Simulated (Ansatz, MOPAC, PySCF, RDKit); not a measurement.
Dimer: NH3 (SMILES N) (first 4 atoms) with C3H6 (SMILES C=CC); geometry from B3LYP-D3(BJ)/def2-TZVP, rigid monomers moved along the line of their centres of mass till H4···C6 is 3.66 Å.
(charge 0, multiplicity 1):
```xyz
13

N     -0.21106    -0.20862     0.53719
H     -0.71185    -0.85499    -0.06195
H      0.73847    -0.14826     0.18707
H     -0.16549    -0.62346     1.46246
C      0.15641    -0.86529     5.27815
C     -0.48841     0.26201     5.00023
C      0.15642     1.57673     4.70074
H      1.23966    -0.90235     5.32010
H     -0.37246    -1.78775     5.48135
H     -1.57492     0.24841     4.97018
H     -0.19213     2.34883     5.39230
H      1.24321     1.51439     4.77518
H     -0.10404     1.90586     3.69134
```

Interaction energies are E(AB) − E(A) − E(B) at the monomers' geometry in the complex; basis-set methods are counterpoise corrected. Rows marked so take none.

Correlated levels freeze the cores. Rows in 6-31G* carry no dispersion term and start afresh at each structure (6-31G* with six Cartesian d functions). The state that PM6, PM7 reach isn't checked; PM7 holds dispersion and hydrogen-bond terms.

Codes used: Ansatz (Gaussian basis) for Hartree–Fock, density functionals and correlated methods; MOPAC for PM6, PM7 (differences of heats of formation); PySCF for 6-31G* rows, the dispersion terms; RDKit for the force fields. Each number belongs to the level named beside it.

```json
[
 {"level": "MMFF94", "interaction energy (kcal/mol)": "-0.62"},
 {"level": "PM6", "interaction energy (kcal/mol)": "-0.50"},
 {"level": "PM7", "interaction energy (kcal/mol)": "-1.04"},
 {"level": "HF/6-31G* (no counterpoise)", "interaction energy (kcal/mol)": "-0.87"},
 {"level": "HF/aug-cc-pVDZ", "interaction energy (kcal/mol)": "-0.56"},
 {"level": "PBE/def2-TZVPPD", "interaction energy (kcal/mol)": "-0.77"},
 {"level": "r2SCAN-D4/def2-TZVPPD", "interaction energy (kcal/mol)": "-0.98"},
 {"level": "CCSD/aug-cc-pVDZ", "interaction energy (kcal/mol)": "-0.85"},
 {"level": "CCSD(T)/aug-cc-pVDZ", "interaction energy (kcal/mol)": "___"}
]
```

Question: Complete the blanks.

Answer: 
- CCSD(T)/aug-cc-pVDZ, interaction energy (kcal/mol): -0.91

Ansatz is a program for electronic structure.
